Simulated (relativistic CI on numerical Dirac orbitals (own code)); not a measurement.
# Ba7+: from the plainest model towards the measured levels

Calculated with a relativistic CI code on KLI orbitals (one set per configuration, finite nucleus), adding one ingredient at a time: step 1, Dirac-Coulomb, each configuration alone; step 2, with Breit and QED terms; step 3, with configuration mixing; step 4, with scaled Slater integrals (0.9); step 5, with a P86 correlation estimate; step 6, tied to the ionisation limit. P86 is a density functional for the correlation energy, evaluated here for each configuration and added to its levels. Step 6 is semi-empirical: configurations made of the next ion and one excited electron move by -5482 cm⁻¹, so that their limit matches the tabulated ionisation energy, and those with a non-penetrating f or g electron also take the P86 value of the least penetrating other one.

CI space (outside the closed core [Kr] 4d10): 5s²5p, 5s5p², 5s²4f, 5s²5d, 5s5p4f, 5p³, 5s²6s, 5s5p5d, 5s²6p, 5s²5f, 5s5p6s, 5s4f², 5p²4f, 5s5p5f, 5p4f², 4f³, 4f²5d, 4f²6s, 5p5d², 4f5d², 5d³, 5d²6s.

Computed minus measured energy above the ground level, in cm⁻¹, for 15 of the 42 excited levels that pair in every step (one J of a term; a digit in brackets numbers repeated terms):

| Configuration | Term | J | Measured | Step 1 | Step 2 | Step 3 | Step 4 | Step 5 | Step 6 |
| --- | --- | --- | --- | --- | --- | --- | --- | --- | --- |
| 5s²5p | 2P° | 3/2 | 23592 | 361 | 75 | -675 | -546 | -541 | -541 |
| 5s5p² | 4P | 1/2 | 115922 | -13870 | -14203 | -4704 | -3116 | -2423 | -2423 |
| 5s²4f | 2F° | 5/2 | 137385 | 6806 | 5571 | 6409 | 6196 | 3119 | -2248 |
| 5s5p² | 2D | 3/2 | 157727 | 3492 | 2945 | 2852 | 2022 | 2782 | 2370 |
| 5s²5d | 2D | 3/2 | 230416 | 2052 | 1462 | 9808 | 8306 | 9378 | 5303 |
| 5s5p4f | 4F | 3/2 | 250399 | -8055 | -9583 | 1259 | 1393 | -372 | -844 |
| 5s5p4f | 4D | 5/2 | 272237 | -7474 | -9195 | 613 | 54 | -2097 | -2123 |
| 5p³ | 4S° | 3/2 | 302663 | -12878 | -13712 | -2874 | -1125 | 307 | 307 |
| 5p³ | 2D° | 5/2 | 304207 | 15803 | 14794 | -5861 | -3241 | -1674 | -1674 |
| 5s²6s | 2S | 1/2 | 326361 | -500 | -825 | 7892 | 6329 | 10001 | 4530 |
| 5s5p5d | 4F° | 3/2 | 326769 | -12774 | -13589 | -4826 | -2809 | -568 | -568 |
| 5s5p5d | 4D° | 1/2 | 349103 | -7094 | -7979 | -1 | -166 | 2094 | 2093 |
| 5s²6p | 2P° | 1/2 | 378471 | 1167 | 746 | 7183 | 5923 | 9866 | 4624 |
| 5s²5f | 2F° | 5/2 | 439252 | -3009 | -3816 | 16738 | 12853 | 16253 | 12122 |
| 5s5p6s | 4P° | 1/2 | 442336 | -14529 | -15091 | -5223 | -5146 | -700 | -709 |

Mean absolute errors in cm⁻¹, over all paired levels and for the configurations:

```csv
"Configuration, levels",Step 1,Step 2,Step 3,Step 4,Step 5,Step 6
"all, 42",8299,8529,6506,4619,4388,3786
"5s²5p, 1",361,75,675,546,541,541
"5s5p², 6",9788,9708,6441,4383,4409,4252
"5s²4f, 2",6774,5461,6307,6091,3013,2353
"5s²5d, 1",2052,1462,9808,8306,9378,5303
"5s5p4f, 13",8197,8855,7705,5064,4689,4701
"5p³, 4",12351,11743,2721,1619,778,779
"5s²6s, 1",500,825,7892,6329,10001,4530
"5s5p5d, 9",9111,9643,4697,2973,2735,2718
"5s²6p, 1",1167,746,7183,5923,9866,4624
"5s²5f, 2",2791,3614,16650,12722,16239,12100
"5s5p6s, 2",14331,14921,4907,4947,444,461
```

Measured levels: Sansonetti and Curry, J. Phys. Chem. Ref. Data 39, 043103 (2010).

**Question.** What does each ingredient do to the ground and the excited configurations, and where is the model closest to experiment?

**Answer.** The Breit and QED terms change the top of the ground term (measured 23592) from 23953 to 23667. Mixing lowers the ground level by 9703, with 5p³ as its largest admixture; relative to it the configurations that move most are 5s²5f by +20265, 5s5p4f by +10297, 5s5p6s by +10014. Configurations whose own partners of that kind are not in the list rise by much of that lowering, so a short list can trade one imbalance for another. The P86 estimate moves 5s5p6s by +4502, 5s²6p by +3943, 5s²6s by +3672, and takes the mean absolute error of the excited configurations from 4718 to 4482. Step 6 takes that error from 4482 to 3865; the error more than halves for 5s²6s, 5s²6p. The mean absolute error is lowest at step 6 (3786 cm⁻¹), and the largest single drop is from step 2 to 3 (8529 to 6506).
